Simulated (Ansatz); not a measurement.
Reactions of C₃H₅FO, SMILES `CC1OC1F`.

Program: Ansatz. Geometries: PBE0-D4/def2-TZVP. ΔE: electronic, gas phase. CCSD(T)/CBS is the MP2 limit (def2-TZVPP, def2-QZVPP) plus CCSD(T) − MP2 in def2-TZVPP, frozen cores. This one scheme is used for every species. Double bonds are as drawn, so ΔE can hold a change between cis and trans. DFT in def2-TZVPP. B3LYP here is the variant with VWN-RPA as its local correlation; programs differ in this. Triplets are unrestricted, without spin–orbit coupling. Elements past krypton have def2 core potentials. For In outer-core shells are correlated without core-valence functions, which leaves a few kJ/mol of doubt a bond. Each species was taken in one conformer, which may not be the lowest.

| reaction | PBE0-D4 (kcal/mol) | r2SCAN-D4 (kcal/mol) | B3LYP-D4 (kcal/mol) |
| --- | --- | --- | --- |
| `C[C@@H]1O[C@H]1F` + `[OH][In]([OH])[O][SiH3]` → `C[O][In]([OH])[O][SiH3]` + `FC1CO1` | 19.5 | 19.5 | 17.9 |
| `C[C@@H]1O[C@H]1F` → `FCC1CO1` | 10.1 | 10.6 | 9.3 |
| `C[C@@H]1O[C@H]1F` → `FC1CO1` + `[CH2]` (triplet) | 108.4 | 103.8 | 107.1 |
| `C[C@@H]1O[C@H]1F` → `C/C(F)=C\O` | -3.9 | -4.5 | -7.6 |
| `C[C@@H]1O[C@H]1F` → `CO/C=C/F` | 11.0 | 10.1 | 5.8 |

Question: Give the CCSD(T)/CBS values in the same order. (Best estimate.)

Answer: Ansatz gave: 20.1, 8.9, 109.0, -5.8, 8.7 kcal/mol.

Largest T1 diagnostic: 0.016, for `[OH][In]([OH])[O][SiH3]`.
